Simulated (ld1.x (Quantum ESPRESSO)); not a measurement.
boron (B), TM: configuration errors across variants

B, norm-conserving Troullier–Martins (Kleinman–Bylander form), made with ld1.x (Quantum ESPRESSO) 7.5 (PBE, scalar-relativistic). Core [He], reference 2s2 2p1. Waves: 2s (bound): rc 1.00 bohr; 2p (bound): rc 2.40 bohr; 3d channel at -0.05 Ry: rc 2.30 bohr. Local part: all-electron potential smoothed inside 1.50 bohr (lloc = -1). Core correction: Bessel-smoothed model core inside 0.95 bohr.

All-electron excitation energies from the reference (eV): (1) 2s2 2p0 8.220; (2) 2s1 2p0 33.642; (3) 2s2 2p0.5 2.887; (4) 2s0 2p3 11.721; (5) 2s2 2p1.3 -0.738; (6) 2s1 2p2 5.851; (7) 2s1 2p1 14.361.

1 further variants failed, have other tests or another functional or relativity, and are left out.

Errors AE − PS in meV (a dash: test not solved or not reliable):

```csv
change,(1),(2),(3),(4),(5),(6),(7),bound ghosts
base,+40,+156,+5.1,-12,+0.4,-3.0,-15,none
local potential the p channel,+35,+142,+3.6,-13,0.0,-3.2,-24,none
local potential all-electron potential smoothed inside 2.38 bohr (lloc = -1),+34,+127,+3.9,-13,+0.2,-3.2,-21,none
"all radii but the core radius scaled by about 0.94 (s 0.94, p 2.26, d 2.16 bohr); local potential all-electron potential smoothed inside 1.40 bohr (lloc = -1)",+36,+141,+4.6,+1.9,+0.4,+0.3,-10,none
wave 2p (bound): rc 2.40 bohr becomes 2p (bound): rc 2.54 bohr,+50,+187,+6.5,-29,+0.5,-7.1,-22,none
wave 3d channel at -0.05 Ry: rc 2.30 bohr becomes 3d channel at -0.05 Ry: rc 3.42 bohr,+40,+156,+5.1,-12,+0.4,-3.0,-15,none
wave 3d channel at -0.05 Ry: rc 2.30 bohr becomes 3d channel at 0.08 Ry: rc 2.30 bohr,+40,+156,+5.1,-12,+0.4,-3.0,-15,none
core correction Bessel-smoothed model core inside 0.48 bohr,+35,+122,+4.4,-18,+0.4,-4.3,-16,none
"all radii but the core radius scaled by about 0.84 (s 0.84, p 2.02, d 1.94 bohr); local potential all-electron potential smoothed inside 1.26 bohr (lloc = -1)",+31,+120,+4.1,+41,+0.4,+9.5,-1.0,none
core correction Bessel-smoothed model core inside 1.00 bohr,+41,+163,+5.3,-10,+0.4,-2.6,-15,none
```

Task: Give the same row for: wave 2s (bound): rc 1.00 bohr becomes 2s (bound): rc 1.22 bohr.

Result: +39, +160, +4.9, -18, +0.4, -4.4, -14; bound ghosts: none.
